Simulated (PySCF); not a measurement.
First SCF of a structure search on singlet RhS(OH), at a hand-made PBE0 minimum (heavy-atom frame) geometry. PySCF input:

```python
from pyscf import gto, scf, dft
mol = gto.M(atom='''
Rh     0.209346     0.000000     0.197222
S     -0.520773     0.000000    -1.689916
O     -0.234948     0.000000     1.961664
H     -1.117188     0.000000     2.356359''',
    basis={'Rh': 'def2-SVP', 'S': 'def2-SVP', 'O': 'def2-SVP', 'H': 'def2-SVP'},
    ecp={'Rh': 'def2-SVP'},
    charge=0, spin=0)
mf = dft.RKS(mol, xc='PBE0')
mf.grids.atom_grid = (50, 194)
aux = {'Rh': 'def2-universal-JKFIT', 'S': 'def2-universal-JKFIT', 'O': 'def2-universal-JKFIT', 'H': 'def2-universal-JKFIT'}
mf = mf.density_fit(auxbasis=aux)
mf.conv_tol = 1e-08
mf.diis_space = 10
mf.max_cycle = 60
mf.init_guess = 'minao'
mf.verbose = 4
mf.kernel()
```

Excerpt of the output (cycles and frontier levels):

```
init E= -574.240483773696
  HOMO = -0.590678447905066  LUMO = -0.560703806784578  gap/eV = 0.81565
cycle= 1 E= -582.057941017075  delta_E= -7.82  |g|= 2.41  |ddm|= 3.65
  HOMO = 0.143619594206911  LUMO = 0.149843824187274  gap/eV = 0.16937
cycle= 2 E= -558.129209496836  delta_E= 23.9  |g|= 8.35  |ddm|= 11.3
  HOMO = -0.0317201227115966  LUMO = -0.0103628348096813  gap/eV = 0.58116
cycle= 3 E= -581.46380426726  delta_E= -23.3  |g|= 3.09  |ddm|= 9.56
  HOMO = -0.237797687236494  LUMO = -0.133448000865242  gap/eV = 2.83950
cycle= 4 E= -582.208981990057  delta_E= -0.745  |g|= 2.68  |ddm|= 3.38
  HOMO = -0.182008710284074  LUMO = -0.125296844897677  gap/eV = 1.54321
cycle= 5 E= -583.877505731138  delta_E= -1.67  |g|= 0.969  |ddm|= 2.23
  HOMO = -0.2399478179813  LUMO = -0.159557069217074  gap/eV = 2.18754
cycle= 6 E= -584.085748521583  delta_E= -0.208  |g|= 0.21  |ddm|= 0.714
  HOMO = -0.247384003187035  LUMO = -0.153183752091134  gap/eV = 2.56332
... 12 lines left out ...
cycle= 13 E= -584.096866902442  delta_E= -3.25e-06  |g|= 0.000335  |ddm|= 0.0116
  HOMO = -0.251221297436461  LUMO = -0.157781048072604  gap/eV = 2.54264
cycle= 14 E= -584.096867362455  delta_E= -4.6e-07  |g|= 0.000166  |ddm|= 0.00538
  HOMO = -0.251221523184557  LUMO = -0.157781329865793  gap/eV = 2.54264
cycle= 15 E= -584.096867383944  delta_E= -2.15e-08  |g|= 2.63e-05  |ddm|= 0.000793
  HOMO = -0.251220622431414  LUMO = -0.157781030663328  gap/eV = 2.54262
cycle= 16 E= -584.09686738599  delta_E= -2.05e-09  |g|= 9.63e-06  |ddm|= 0.000303
  HOMO = -0.251218919780743  LUMO = -0.157779495578008  gap/eV = 2.54262
Extra cycle  E= -584.096867385954  delta_E= 3.57e-11  |g|= 2.82e-05  |ddm|= 6.27e-05
converged SCF energy = -584.096867385954
```

No lower solution of this spin was found by a stability analysis within the restricted form, which does not test spin polarisation.

At the minimum of this search the closed-shell solution is unstable towards spin polarisation, so a lower open-shell solution exists.

The search for the lowest solution, with the stability check, took 3.2 s on 2 threads of a shared Arm Neoverse N1 host, with 68 basis functions; the process peaked at 0.3 GiB.
